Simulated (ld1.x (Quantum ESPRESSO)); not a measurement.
# Reading a pseudo-wave (zinc (Zn))

Columns: radius, all-electron u(r) and pseudo u(r) of the 4s shell (level -14.00 eV) of zinc in the configuration [Ar] 3d10 4s1 4p0; PBE, scalar-relativistic, ultrasoft scheme, ld1.x (Quantum ESPRESSO) 7.5.

```csv
r (bohr),all-electron,pseudo
0.123,-0.1675,-0.0207
0.245,-0.0566,-0.0442
0.368,0.2030,-0.0736
0.490,0.3094,-0.1102
0.613,0.2657,-0.1559
0.735,0.1392,-0.2099
0.858,-0.0182,-0.2720
0.980,-0.1732,-0.3392
1.103,-0.3131,-0.4096
1.225,-0.4297,-0.4787
1.348,-0.5239,-0.5441
1.470,-0.5952,-0.6012
1.593,-0.6471,-0.6479
1.715,-0.6813,-0.6813
1.838,-0.7010,-0.7010
1.960,-0.7084,-0.7084
2.083,-0.7056,-0.7056
2.205,-0.6948,-0.6948
2.328,-0.6776,-0.6776
2.450,-0.6555,-0.6555
2.573,-0.6296,-0.6296
2.695,-0.6013,-0.6013
2.818,-0.5711,-0.5711
2.940,-0.5401,-0.5401
3.063,-0.5086,-0.5086
3.185,-0.4774,-0.4774
```

(1) How many radial nodes do the two functions have?

(2) At about which radius was the pseudo-wave matched?

(3) Where does each function peak?

(4) Is the pseudo-wave norm-conserving?

Answers

(1) The all-electron 4s function has n − l − 1 = 3 (the table is too coarse to show those close to the nucleus); the pseudo-wave has 0, since the states of the same l below it are removed with the core.

(2) 1.75 bohr, where the columns begin to agree (steps of 0.12 bohr).

(3) Outermost all-electron maximum near 1.96 bohr, pseudo maximum near 1.96 bohr (to the table’s step).

(4) No, it belongs to an ultrasoft set: the norm inside the radius is not constrained, and the difference is carried by the augmentation charge.
